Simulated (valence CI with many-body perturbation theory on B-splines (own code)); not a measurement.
**Level structure of Ho³⁵⁺**

Level of theory: configuration interaction combined with many-body perturbation theory (CI+MBPT): four valence electrons over a frozen Dirac-Fock core [Ar] 3d10, a basis of 11 s, 11 p, 10 d, 8 f, 5 g, 2 h functions for each j, with the one-electron correlation potential Σ1, the two-electron term Σ2, the three-electron term Σ3, Breit, model QED; selected CI, second order for the rest, scaled by the run's own slope (own B-spline code, finite nucleus).

The last digits are not significant, and no measured levels were compared; by estimate large intervals hold to a few tenths of a per cent, small ones and those within an open d or f shell to about a per cent. Among the levels kept, up to 400 cm⁻¹ of a level comes from second order outside the variational space, and about a tenth of that is noise between levels of different J, which matters for small intervals.

Levels 136 to 180 of 187, with energies above the lowest level, (4s^2 4p1/2^2) J=0. "Leading %" is the weight of the configuration and term that name the level; weights of strongly mixed levels are sums over their largest components and can fall short, so below about 35 % the name and the second component can differ from the true leading terms, or belong to a minority configuration. In the jj column 3d3/2^4 stands for four electrons in 3d with j = 3/2. Lifetimes count E1, E2, E3, M1 and M2 decay at the calculated energies, and are blank where another channel may lead or the interval is too uncertain; long ones can be off by a factor of two.

```tsv
No.	Configuration	Term	J	E (× 10³ cm⁻¹)	Leading %	g	Lifetime	Second component	Leading jj
136	4s.4p.4d2	5P°	1	3701.1	47	1.917	2.09 ps	15 % 4s.4p.4d2 3S°	4s 4p1/2 4d3/2 4d5/2 (73 %)
137	4s.4p.4d2	5D°	2	3710.8	24	1.404	1.47 ps	16 % 4s.4p.4d2 3P°	4s 4p1/2 4d3/2 4d5/2 (45 %)
138	4p3.4d	3D°	3	3728.7	29	1.249	7.10 ps	15 % 4p3.4d 5D°	4p1/2 4p3/2^2 4d5/2 (56 %)
139	4p3.4d	5D°	4	3734.6	24	1.161	3.67 ps	20 % 4p3.4d 1G°	4p1/2 4p3/2^2 4d5/2 (40 %)
140	4p3.4d	3F°	2	3744.1	48	0.842	3.67 ps	18 % 4p3.4d 1D°	4p1/2 4p3/2^2 4d3/2 (69 %)
141	4p3.4d	3F°	4	3745.8	34	1.206	5.57 ps	11 % 4s.4p.4d2 5G°	4p1/2 4p3/2^2 4d5/2 (43 %)
142	4p3.4d	3D°	3	3752.9	16	1.188	1.80 ps	9 % 4s.4p2.4f 5G°	4p1/2 4p3/2^2 4d3/2 (32 %)
143	4s.4p.4d2	3H°	4	3759.6	35	1.024	6.64 ps	15 % 4p3.4d 3G°	4s 4p1/2 4d3/2 4d5/2 (34 %)
144	4p3.4d	3P°	2	3767.4	14	1.151	1.49 ps	8 % 4p3.4d 1D°	4p1/2 4p3/2^2 4d3/2 (34 %)
145	4p3.4d	1P°	1	3773.4	25	1.217	1.39 ps	13 % 4p3.4d 3S°	4p1/2 4p3/2^2 4d3/2 (42 %)
146	4s.4p.4d2	3G°	3	3781.9	38	0.939	2.94 ps	10 % 4p3.4d 3D°	4s 4p1/2 4d3/2 4d5/2 (45 %)
147	4s.4p2.4f	5G°	5	3788.9	25	1.256	5.95 ps	21 % 4s.4p.4d2 5G°	4s 4p1/2 4p3/2 4f7/2 (45 %)
148	4s.4p.4d2	5D°	4	3790.3	23	1.297	3.46 ps	10 % 4p3.4d 3F°	4s 4p1/2 4d5/2^2 (38 %)
149	4s.4p.4d2	5D°	3	3790.4	29	1.335	1.25 ps	12 % 4s.4p.4d2 5F°	4s 4p1/2 4d3/2 4d5/2 (73 %)
150	4s.4p.4d2	3F°	2	3795.4	25	0.879	2.19 ps	12 % 4p3.4d 3D°	4p1/2 4p3/2^2 4d3/2 (28 %)
151	4s.4p2.4f	5F°	1	3806.2	59	0.388	2.66 ps	12 % 4s.4p2.4f 3D°	4s 4p1/2 4p3/2 4f5/2 (80 %)
152	4s.4p2.4f	5F°	2	3806.7	20	0.934	2.49 ps	12 % 4s.4p2.4f 3D°	4s 4p1/2 4p3/2 4f5/2 (55 %)
153	4s.4p2.4f	5G°	3	3813.3	32	1.067	1.79 ps	13 % 4s.4p2.4f 3G°	4s 4p1/2 4p3/2 4f5/2 (63 %)
154	4s.4p.4d2	5D°	2	3816.3	21	1.570	1.17 ps	20 % 4s.4p.4d2 5S°	4s 4p1/2 4d3/2 4d5/2 (72 %)
155	4s.4p2.4f	5G°	4	3817.4	18	1.250	1.66 ps	16 % 4s.4p.4d2 5D°	4s 4p1/2 4d3/2 4d5/2 (32 %)
156	4s.4p.4d2	3D°	1	3820.5	35	0.827	1.80 ps	8 % 4s.4p.4d2 3P°	4s 4p1/2 4d3/2 4d5/2 (29 %)
157	4p3.4d	3P°	0	3821.6	44		2.82 ps	24 % 4p3.4d 1S°	4p1/2 4p3/2^2 4d5/2 (64 %)
158	4p3.4d	3G°	5	3821.7	32	1.236	3.28 ps	30 % 4s.4p2.4f 5G°	4s 4p1/2 4p3/2 4f7/2 (45 %)
159	4s.4p2.4f	5F°	2	3824.3	16	1.099	2.65 ps	8 % 4s.4p2.4f 5D°	4s 4p1/2 4p3/2 4f7/2 (25 %)
160	4s.4p2.4f	5G°	4	3825.5	26	1.174	2.76 ps	11 % 4p3.4d 3F°	4s 4p1/2 4p3/2 4f5/2 (41 %)
161	4s.4p2.4f	5F°	5	3829.5	17	1.217	5.57 ps	17 % 4s.4p2.4f 3G°	4s 4p1/2 4p3/2 4f7/2 (44 %)
162	4p3.4d	3D°	1	3832.6	23	1.017	1.85 ps	20 % 4p3.4d 3P°	4p1/2 4p3/2^2 4d5/2 (38 %)
163	4s.4p2.4f	3G°	3	3837.1	24	1.051	3.66 ps	15 % 4s.4p2.4f 3F°	4s 4p1/2 4p3/2 4f7/2 (58 %)
164	4p3.4d	3D°	2	3843.3	13	1.284	2.34 ps	10 % 4s.4p.4d2 5P°	4s 4p1/2 4d5/2^2 (38 %)
165	4s.4p2.4f	3H°	6	3854.2	47	1.243	7.49 ps	45 % 4s.4p2.4f 5G°	4s 4p1/2 4p3/2 4f7/2 (90 %)
166	4s.4p.4d2	3G°	3	3861.5	18	0.987	1.57 ps	8 % 4s.4p2.4f 3F°	4s 4p1/2 4d3/2 4d5/2 (34 %)
167	4p3.4d	3S°	1	3861.6	26	1.417	1.82 ps	18 % 4p3.4d 1P°	4p1/2 4p3/2^2 4d5/2 (47 %)
168	4s.4p2.4f	3G°	5	3863.3	26	1.224	2.71 ps	24 % 4s.4p2.4f 5F°	4s 4p1/2 4p3/2 4f7/2 (44 %)
169	4p3.4d	3P°	2	3867.0	15	1.151	2.35 ps	12 % 4s.4p2.4f 3D°	4p1/2 4p3/2^2 4d5/2 (30 %)
170	4p3.4d	3D°	1	3867.1	26	0.783	1.33 ps	19 % 4p3.4d 1P°	4p1/2 4p3/2^2 4d3/2 (55 %)
171	4s.4p2.4f	3G°	4	3870.1	27	1.240	1.96 ps	16 % 4s.4p2.4f 5D°	4s 4p1/2 4p3/2 4f5/2 (50 %)
172	4s.4p.4d2	3P°	0	3870.9	50		1.44 ps	16 % 4s.4p.4d2 1S°	4s 4p1/2 4d3/2 4d5/2 (50 %)
173	4s.4p.4d2	3F°	3	3872.9	13	1.186	2.08 ps	12 % 4p3.4d 1F°	4s 4p1/2 4d5/2^2 (40 %)
174	4s.4p2.4f	3F°	3	3877.0	20	1.207	2.45 ps	15 % 4s.4p2.4f 5F°	4s 4p1/2 4p3/2 4f5/2 (43 %)
175	4p3.4d	3P°	2	3877.1	20	1.244	2.06 ps	14 % 4p3.4d 3D°	4p1/2 4p3/2^2 4d5/2 (34 %)
176	4s.4p2.4f	5D°	2	3882.0	27	1.308	2.68 ps	16 % 4s.4p2.4f 3P°	4s 4p1/2 4p3/2 4f5/2 (34 %)
177	4s.4p2.4f	5D°	1	3882.7	42	1.252	2.84 ps	26 % 4s.4p2.4f 3P°	4s 4p1/2 4p3/2 4f5/2 (76 %)
178	4s.4p2.4f	5D°	0	3883.5	48		2.88 ps	39 % 4s.4p2.4f 3P°	4s 4p1/2 4p3/2 4f5/2 (83 %)
179	4s.4p.4d2	3F°	2	3893.0	16	1.001	1.46 ps	10 % 4p3.4d 1D°	4s 4p1/2 4d3/2 4d5/2 (28 %)
180	4p3.4d	3F°	3	3896.3	25	1.049	2.01 ps	14 % 4p3.4d 3D°	4p1/2 4p3/2^2 4d5/2 (49 %)
```

Where two levels of one J and parity lie close, their mixing, g and order are uncertain.
